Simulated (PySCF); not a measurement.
Basis-set dependence of SiBi⁺ at CCSD(T)

PySCF, UHF reference; triplet, unpaired electrons π ↑↑; De to Si + Bi⁺ without counterpoise correction. Frozen cores follow the default of each basis and core potential.

| basis | relativity | functions | Re (Å) | ωe (cm⁻¹) | De (eV) | frozen orbitals |
| --- | --- | --- | --- | --- | --- | --- |
| def2-SVP | scalar-relativistic core potentials | 44 | 2.647 | 305 | n/a | 9 |
| cc-pV(D+d)Z/cc-pVDZ-PP | scalar-relativistic core potentials | 46 | 2.646 | 306 | n/a | 9 |
| def2-SVPD | scalar-relativistic core potentials | 56 | 2.651 | 303 | n/a | 9 |

How does each smaller set differ from the one with most functions, def2-SVPD?

def2-SVP: -0.4 pm, +0.7 % in ωe; cc-pV(D+d)Z/cc-pVDZ-PP: -0.5 pm, +1.0 % in ωe. All at CCSD(T); the set with most functions is neither the basis-set limit nor always the best.

Correlated steps freeze 9 core orbitals. Spin–orbit coupling is left out, which matters for elements this heavy, above all for dissociation energies. The state was picked by a PBE0 search and need not be the measured ground state.
